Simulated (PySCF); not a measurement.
**SnB at B97-3**

Level: B97-3. basis Sn def2-SVP with ECP28, B def2-SVP; scalar-relativistic core potentials; PySCF 2.14.

For SnB, the state is ⁴Σ⁻ (quartet), unpaired electrons σ ↑, π ↑↑ and the bond length is 2.192 Å. The harmonic wavenumber is 557 cm⁻¹. The force constant is 1.84 mdyn/Å and the rotational constant Be is 0.3480 cm⁻¹. The anharmonicity ωexe is 3.47 cm⁻¹ and the vibration–rotation constant αe is 0.00280 cm⁻¹. The well depth De to Sn + B is 60.7 kcal/mol, the dissociation energy D0 is 60.0 kcal/mol and the bond order (Mayer) is 1.84. The dipole moment (positive dipole means Sn(−)B(+)) is -1.62 D.

Spin–orbit coupling is left out, which matters for elements this heavy, above all for dissociation energies. The state was picked by a PBE0 search and need not be the measured ground state.
